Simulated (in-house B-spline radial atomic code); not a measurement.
A fraction x of an electron is removed from 3p in neutral argon, starting from [Ne] 3s2 3p6 and keeping the highest spin. Method: scalar-relativistic (X2C) HSE06, spin-polarised, spherical fractional occupations, Fermi nucleus of rms radius 3.4274 fm. Calculated with a B-spline radial code for spherical atoms.

Caution: exact exchange at fractional occupations of open shells leaves self-interaction of up to several eV.

| x | E(x) - E(0) (eV) | 3p down level (eV) |
| --- | --- | --- |
| 0 | 0.0000 | -11.544 |
| 0.01 | 0.1159 | -11.643 |
| 0.17 | 2.1064 | -13.244 |
| 0.32 | 4.2076 | -14.775 |
| 0.49 | 6.8693 | -16.544 |
| 0.5 | 7.0353 | -16.649 |
| 0.51 | 7.2023 | -16.755 |
| 0.65 | 9.6516 | -18.240 |
| 0.77 | 11.9180 | -19.531 |
| 0.97 | 16.0421 | -21.716 |
| 1 | 16.6986 | -22.047 |

The exact functional would give a straight line between the two integer points. Deviations E(x) - E(0) - x[E(1) - E(0)], in eV: -0.051 at x = 0.01, -0.732 at x = 0.17, -1.136 at x = 0.32, -1.313 at x = 0.49, -1.314 at x = 0.5, -1.314 at x = 0.51, -1.202 at x = 0.65, -0.94 at x = 0.77, -0.156 at x = 0.97.

The curve lies below the straight line by up to 1.314 eV (at x = 0.5): convex, the delocalisation error, to which spherically averaged exact exchange adds.

(1) How well does Slater's transition state (minus the level at half occupation) give the ionisation energy?

## Answers

(1) It gives 16.649 eV against 16.699 eV from the two total energies; NIST lists 15.76 eV, ground level to ground level. The end point has an open shell averaged over its orbitals, so its exact exchange keeps a self-interaction and this is no true integer point.
